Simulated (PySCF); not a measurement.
# Successive Sn–H bond energies

Computed with PBE0 in PySCF with Sn def2-TZVP with ECP28, H def2-TZVP; scalar-relativistic core potentials, no spin–orbit coupling; density-fitted integrals.

Each entry is the lowest minimum that a search over a few typed start shapes (and spin states, where more than one is plausible) found, or that minimum re-optimised at the stated level; isomers with ligand–ligand bonds, or fragments after loss of a ligand pair, can lie lower.

Total energies (Eh), which compare only within these settings: H atom -0.50106.

| species | 2S+1 | group | E (Eh) | ZPE (kJ/mol) |
| --- | --- | --- | --- | --- |
| SnH₂ | 1 | C2v | -215.45814 | 25.5 |
| SnH₃ | 2 | C3v | -216.04148 | 46.3 |
| SnH₄ | 1 | Td | -216.66474 | 68.3 |

(1) What are De and D0 for SnH₃ → SnH₂ + H?

(2) What are De and D0 for SnH₄ → SnH₃ + H?

Results:

(1) De = [(-215.45814) + (-0.50106) − (-216.04148)] × 2625.5 = 216 kJ/mol. The zero-point energy changes by -20.8 kJ/mol, so D0 = 195 kJ/mol.

(2) De = [(-216.04148) + (-0.50106) − (-216.66474)] × 2625.5 = 321 kJ/mol. The zero-point energy changes by -22.0 kJ/mol, so D0 = 299 kJ/mol.

Atoms and open shells are unrestricted, without spin–orbit or basis-set superposition corrections.

Spin–orbit coupling can matter for elements this heavy.
